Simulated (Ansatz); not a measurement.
Relaxation of CH5AlBP (9 atoms, charge 0, multiplicity 1), to a largest force component of 0.015 eV/Å in at most 40 steps.

Method: Ansatz 0.2.0, RKS PBE/def2-SVP.

```xyz
9
Properties=species:S:1:pos:R:3
P -0.243 2.409 -1.087
Al 0.160 0.399 -0.092
B 1.261 -1.347 0.398
C -0.123 -1.083 0.970
H -0.440 1.869 -2.441
H -1.708 2.416 -0.783
H 2.295 -2.009 0.343
H -0.899 -1.797 0.563
H -0.215 -0.903 2.111
```

Question: Where does it end, and by what steps?

Answer: It converged. The force dipped under the threshold on the way, but the program's further checks kept it going. After 25 steps the energy has fallen by 1.650 eV; H8 moved furthest, 1.96 Å.

```json
{"step": "0", "energy less start (eV)": "0.0000", "largest force component (eV/Å)": "3.147", "accepted": "yes"}
{"step": "1", "energy less start (eV)": "-0.5169", "largest force component (eV/Å)": "1.738", "accepted": "yes"}
{"step": "2", "energy less start (eV)": "-0.7464", "largest force component (eV/Å)": "1.079", "accepted": "yes"}
{"step": "3", "energy less start (eV)": "-0.9285", "largest force component (eV/Å)": "0.998", "accepted": "yes"}
{"step": "4", "energy less start (eV)": "-1.0918", "largest force component (eV/Å)": "0.925", "accepted": "yes"}
{"step": "5", "energy less start (eV)": "-1.2715", "largest force component (eV/Å)": "1.006", "accepted": "yes"}
{"step": "6", "energy less start (eV)": "-1.4109", "largest force component (eV/Å)": "0.907", "accepted": "yes"}
{"step": "7", "energy less start (eV)": "-1.4857", "largest force component (eV/Å)": "0.619", "accepted": "yes"}
{"step": "8", "energy less start (eV)": "-1.5456", "largest force component (eV/Å)": "0.439", "accepted": "yes"}
{"step": "9", "energy less start (eV)": "-1.5760", "largest force component (eV/Å)": "0.544", "accepted": "yes"}
{"step": "10", "energy less start (eV)": "-1.5975", "largest force component (eV/Å)": "0.169", "accepted": "yes"}
{"step": "11", "energy less start (eV)": "-1.6073", "largest force component (eV/Å)": "0.224", "accepted": "yes"}
{"step": "12", "energy less start (eV)": "-1.6119", "largest force component (eV/Å)": "0.381", "accepted": "yes"}
{"step": "13", "energy less start (eV)": "-1.6217", "largest force component (eV/Å)": "0.160", "accepted": "yes"}
{"step": "14", "energy less start (eV)": "-1.6309", "largest force component (eV/Å)": "0.148", "accepted": "yes"}
{"step": "15", "energy less start (eV)": "-1.6224", "largest force component (eV/Å)": "0.573", "accepted": "no"}
{"step": "16", "energy less start (eV)": "-1.6375", "largest force component (eV/Å)": "0.083", "accepted": "yes"}
{"step": "17", "energy less start (eV)": "-1.6402", "largest force component (eV/Å)": "0.180", "accepted": "yes"}
{"step": "18", "energy less start (eV)": "-1.6434", "largest force component (eV/Å)": "0.178", "accepted": "yes"}
{"step": "19", "energy less start (eV)": "-1.6396", "largest force component (eV/Å)": "0.226", "accepted": "no"}
{"step": "20", "energy less start (eV)": "-1.6475", "largest force component (eV/Å)": "0.078", "accepted": "yes"}
{"step": "21", "energy less start (eV)": "-1.6486", "largest force component (eV/Å)": "0.115", "accepted": "yes"}
{"step": "22", "energy less start (eV)": "-1.6495", "largest force component (eV/Å)": "0.092", "accepted": "yes"}
{"step": "23", "energy less start (eV)": "-1.6500", "largest force component (eV/Å)": "0.019", "accepted": "yes"}
{"step": "24", "energy less start (eV)": "-1.6502", "largest force component (eV/Å)": "0.013", "accepted": "yes"}
{"step": "25", "energy less start (eV)": "-1.6502", "largest force component (eV/Å)": "0.008", "accepted": "yes"}
```

```xyz
9
Properties=species:S:1:pos:R:3
P -0.878 2.126 -0.880
Al 0.480 0.207 -0.605
B 1.205 -1.393 0.318
C 0.129 -0.932 1.217
H -0.206 2.440 -2.119
H -1.878 1.329 -1.554
H 1.924 -2.361 0.303
H -0.482 0.014 1.180
H -0.205 -1.476 2.124
```

Run time: 42 s on 1 thread of Intel(R) Xeon(R) 6975P-C (Granite Rapids), on a shared host, peak memory 0.16 GiB.
